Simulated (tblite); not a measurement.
C₅H₁₃GeNSi.
Atom-mapped SMILES: `[CH2:1]=[CH:2][Si@H:3](/[CH:4]=[CH:5]/[CH3:6])[GeH2:7][NH2:8]` (hydrogens: H9, H10 on C1; H11 on C2; H12 on Si3; H13 on C4; H14 on C5; H15, H16, H17 on C6; H18, H19 on Ge7; H20, H21 on N8)

Computed with GFN2-xTB (tblite), gas phase: L-BFGS steps from a force-field or distance-geometry start until the largest atomic force falls under 0.01 eV/Å.

The end geometry, which sets the zero of energy:
```
atom  x, y, z in Å
C1      1.8928    2.5416    0.1199
C2      0.7996    2.3241   -0.5927
Si3     0.2704    0.6157   -1.1942
C4     -1.4576    0.2472   -0.5365
C5     -1.7980   -0.8910    0.0531
C6     -3.1500   -1.2272    0.5845
Ge7     1.7869   -1.0326   -0.4946
N8      1.9529   -0.9973    1.3273
H9      2.1887    3.5242    0.4573
H10     2.5452    1.7290    0.4051
H11     0.1690    3.1660   -0.8533
H12     0.1991    0.6589   -2.6682
H13    -2.2183    1.0107   -0.6529
H14    -1.0532   -1.6730    0.1751
H15    -3.8529   -0.4161    0.4090
H16    -3.0953   -1.4216    1.6561
H17    -3.5260   -2.1318    0.1070
H18     1.4709   -2.4580   -0.9693
H19     3.2298   -0.8897   -0.9337
H20     2.5454   -1.6999    1.7466
H21     1.0917   -0.9624    1.8541
```

Question: These geometries come from the run, each turned onto the end geometry. Order them by energy, lowest first.
A.
```
atom  x, y, z in Å
C1      1.5937    2.5384    0.3190
C2      0.8703    2.3090   -0.7651
Si3     0.3024    0.5877   -1.2921
C4     -1.4189    0.2607   -0.5891
C5     -1.7426   -0.8490    0.0605
C6     -3.0622   -1.1401    0.6903
Ge7     1.8067   -1.0560   -0.5576
N8      1.9586   -1.0864    1.2689
H9      1.8873    3.5319    0.6262
H10     1.9227    1.7300    0.9551
H11     0.5669    3.1509   -1.3746
H12     0.2153    0.5799   -2.7642
H13    -2.1710    1.0328   -0.6970
H14    -1.0021   -1.6387    0.1595
H15    -3.7366   -0.2928    0.5957
H16    -2.9230   -1.3655    1.7468
H17    -3.5221   -2.0126    0.2275
H18     1.5114   -2.4701   -1.0833
H19     3.2538   -0.8808   -0.9703
H20     2.5837   -1.7837    1.6490
H21     1.0966   -1.1285    1.7946
```
B.
```
atom  x, y, z in Å
C1      1.5128    2.6482    0.3312
C2      0.9128    2.3316   -0.8045
Si3     0.3503    0.5861   -1.2466
C4     -1.3454    0.2835   -0.4796
C5     -1.7104   -0.8445    0.1150
C6     -3.0635   -1.1322    0.6723
Ge7     1.8340   -1.1069   -0.5869
N8      1.9830   -1.1683    1.2376
H9      1.7867    3.6618    0.5839
H10     1.7479    1.9004    1.0733
H11     0.6996    3.1174   -1.5186
H12     0.1615    0.5300   -2.7081
H13    -2.0785    1.0761   -0.5660
H14    -1.0015   -1.6617    0.2159
H15    -3.7499   -0.3070    0.5011
H16    -3.0049   -1.3207    1.7449
H17    -3.4763   -2.0284    0.2090
H18     1.4487   -2.4818   -1.1519
H19     3.2850   -0.9933   -0.9962
H20     2.5866   -1.8817    1.6233
H21     1.1127   -1.1919    1.7506
```
C.
```
atom  x, y, z in Å
C1      1.3492    2.6491    0.3597
C2      1.0053    2.2479   -0.8538
Si3     0.3386    0.5191   -1.2022
C4     -1.2416    0.2629   -0.2068
C5     -1.9153   -0.8810   -0.2015
C6     -3.1639   -1.1345    0.5856
Ge7     1.8945   -1.1271   -0.5656
N8      2.1731   -1.0152    1.2396
H9      1.7404    3.6342    0.5675
H10     1.2520    1.9943    1.2117
H11     1.1243    2.9318   -1.6852
H12     0.0382    0.4178   -2.6403
H13    -1.6149    1.0813    0.3972
H14    -1.5571   -1.7075   -0.8036
H15    -3.9400   -0.4196    0.3141
H16    -2.9702   -1.0163    1.6514
H17    -3.5426   -2.1382    0.4122
H18     1.5141   -2.5661   -0.9478
H19     3.3136   -1.0262   -1.0863
H20     2.8447   -1.6619    1.6301
H21     1.3487   -1.0279    1.8236
```
D.
```
atom  x, y, z in Å
C1      1.7547    2.5066    0.2385
C2      0.8074    2.2966   -0.6614
Si3     0.2924    0.5861   -1.2722
C4     -1.4254    0.2404   -0.5802
C5     -1.7554   -0.8691    0.0657
C6     -3.0946   -1.1652    0.6502
Ge7     1.8091   -1.0552   -0.5571
N8      1.9238   -1.0147    1.2679
H9      2.0215    3.4934    0.5873
H10     2.3088    1.6885    0.6756
H11     0.2769    3.1517   -1.0674
H12     0.1955    0.6118   -2.7439
H13    -2.1843    1.0031   -0.7065
H14    -1.0119   -1.6507    0.1963
H15    -3.7706   -0.3240    0.5152
H16    -3.0042   -1.3789    1.7153
H17    -3.5253   -2.0462    0.1748
H18     1.5465   -2.4891   -1.0300
H19     3.2564   -0.8705   -0.9501
H20     2.5201   -1.7002    1.7086
H21     1.0495   -0.9976    1.7732
```
E.
```
atom  x, y, z in Å
C1      1.4669    2.6632    0.3400
C2      0.9249    2.3124   -0.8145
Si3     0.3447    0.5688   -1.2370
C4     -1.3107    0.2728   -0.3902
C5     -1.7361   -0.9079    0.0405
C6     -3.0822   -1.1325    0.6408
Ge7     1.8502   -1.1175   -0.5911
N8      2.0099   -1.1373    1.2321
H9      1.7593    3.6815    0.5510
H10     1.6274    1.9462    1.1314
H11     0.7997    3.0706   -1.5780
H12     0.0999    0.5617   -2.6916
H13    -1.9654    1.1280   -0.2709
H14    -1.1040   -1.7878   -0.0386
H15    -3.7339   -0.3022    0.3823
H16    -3.0238   -1.1948    1.7267
H17    -3.5177   -2.0626    0.2833
H18     1.4764   -2.5252   -1.0846
H19     3.3001   -1.0294   -1.0277
H20     2.6429   -1.8260    1.6131
H21     1.1627   -1.1650    1.7829
```

Answer: D (0.007 eV), A (0.022 eV), B (0.040 eV), E (0.069 eV), C (0.134 eV).

In the order of the answer:

```
step  E above end (eV)  largest force (eV/Å)  rms force component (eV/Å)  rms distance from end (Å)  rms bond change (Å)  bond most changed (Å)
 139             0.007                  0.05                       0.016                      0.138                0.001         Ge7–H19 -0.004
 102             0.022                  0.07                       0.018                      0.284                0.001          Ge7–N8 +0.003
  71             0.040                  0.07                       0.026                      0.360                0.001         Ge7–H19 -0.003
  61             0.069                  0.13                       0.039                      0.413                0.002         Si3–Ge7 +0.004
  24             0.134                  0.05                       0.014                      0.632                0.003           C5–C6 +0.007
```

What follows is the cost of the whole relaxation. Time: 2.8 s. Hardware: Arm Neoverse N1, one thread, no GPU (shared host).
